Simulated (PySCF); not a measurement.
In(Me)2 (C2H6In), SMILES [CH3][In+][CH3], charge +1.

Geometry: B3LYP-D3(BJ)/def2-SVP. The multiplicity is an assumed one; other spin states were not compared. The isomer is the one that the SMILES or the coordinates give; other isomers of the formula were not compared. The def2 effective core potentials stand for the cores of In; spin–orbit coupling is left out.

These are C-PCM-M06-2X/def2-SVP (PySCF) values and carry that method's errors.

The values are the electrostatic part of the solvation free energy, E(continuum) − E(gas) at the gas-phase geometry, in a cavity of scaled van der Waals radii (PySCF's table); cavitation and dispersion terms are not included. A continuum can't describe solvent molecules that bind to the metal. In vacuum the orbital gap is 8.32 eV.

| solvent | ε | ΔG(elec) (kcal/mol) | gap (eV) |
|---|---|---|---|
| water | 78.36 | ? | ? |
| acetone | 20.49 | -61.7 | 8.73 |
| ethylethanoate | 5.99 | -53.9 | 8.66 |

Complete the blanks. (An estimate is asked for; the answer gives what the named calculation found.)


- water, ΔG(elec) (kcal/mol): -64.1
- water, gap (eV): 8.75
